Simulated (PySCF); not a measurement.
In(H)(F)(Br), SMILES [F][InH][Br], PBE0/def2-SVP optimised geometry.

```
4

In    -0.10     0.14     0.00
H      1.61     0.14     0.00
F     -1.11     1.81     0.00
Br    -1.61    -1.81     0.00
```

Density from PBE0/def2-TZVP, def2 effective core potentials past Kr (PySCF 2.14.0) at that geometry. The core electrons that the potentials of In replace are not part of the density.

Minimum of the electron density along straight lines between bonded atoms, close to the bond critical point (lines longer than 1.1 times the sum of covalent radii, or with two minima, are not listed):

```csv
bond,length / Å,ρ at the minimum / e bohr⁻³,∇²ρ there / e bohr⁻⁵,position (fraction from the first atom)
In1–H2,1.702,0.110,___,0.64
In1–F3,1.954,0.112,___,0.52
In1–Br4,2.468,0.076,0.14,0.47
```

### Question
Some entries are withheld; supply them.

### Answer

- In1–H2, ∇²ρ there / e bohr⁻⁵: 0.09
- In1–F3, ∇²ρ there / e bohr⁻⁵: 0.59
